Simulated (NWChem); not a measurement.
# Atomisation of C$_{2}$H$_{5}$O$_{2}$

```
C
O 1 1.3899
H 2 0.9667 1 109.13
H 1 1.1002 2 107.44 3 -177.67
H 1 1.1092 4 108.26 2 -122.51
C 1 1.5774 4 108.03 5 -113.35
O 6 1.3418 1 109.20 4 -53.13
H 6 1.1151 7 113.55 1 -116.41
H 6 1.1168 8 108.95 7 127.91
```
Charge 0, spin multiplicity 2.

Everything below was run with NWChem. Structure: optimised with UB3LYP/def2-SVP, a minimum by its harmonic frequencies. It is one conformer; others weren't searched.

Basis set: def2-TZVP. The atomisation energy is electronic alone: no zero-point, thermal, spin-orbit or counterpoise terms. No value is extrapolated to the basis-set limit. Free atoms are single determinants with multiplicities O 3, C 3, H 2. Correlated methods freeze the same cores in atoms and molecule, 4 orbitals in all.

Relative cost: rough, from shared machines, SCF included, B3LYP = 1. Costs are the molecule's.

B3LYP has NWChem's definition, with VWN1-RPA local correlation. The structure started from a generated list of species. The stability of the SCF solutions was not checked. Open-shell Hartree-Fock references start from PBE0 orbitals; any time given for them includes that run.

| method | atomisation energy (kcal/mol) | relative cost |
|---|---|---|
| B3LYP | … | 1 |
| PBE0 | … | under 3 |
| PBE | … | under 3 |
| BP86 | 823.7 | under 3 |
| BLYP | 792.2 | under 3 |
| r2SCAN | 792.2 | 3 |
| HF | 555.9 | 7 |
| MP2 | 770.3 | 7 |

Problem. Fill in the missing entries.

Solution. 
- B3LYP, atomisation energy (kcal/mol): 788.8
- PBE0, atomisation energy (kcal/mol): 793.9
- PBE, atomisation energy (kcal/mol): 817.0
